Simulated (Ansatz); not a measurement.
(1) Predict a relaxed structure of [Cu(H2O)3Br]+ (CuBrO₃H₆⁺), charge 1, doublet, at PBE0-D4/def2-SVP (Ansatz).

Results:

(1) 
```csv
atom,x (Å),y (Å),z (Å)
Cu1,0.216,0.183,0.203
O2,0.654,1.305,-1.402
H3,1.485,1.770,-1.196
H4,0.024,2.000,-1.650
O5,-1.030,-0.889,-0.964
H6,-0.977,-0.958,-1.927
H7,-1.808,-1.378,-0.666
O8,-0.300,-0.998,1.739
H9,0.001,-0.548,2.548
H10,0.079,-1.889,1.779
Br11,1.655,1.403,1.537
```
Point group C2 (tolerance 0.1 Å). The metal has 4 neighbours: O 2.01 Å, O 2.02 Å, O 2.00 Å, Br 2.31 Å. This is one stationary point.
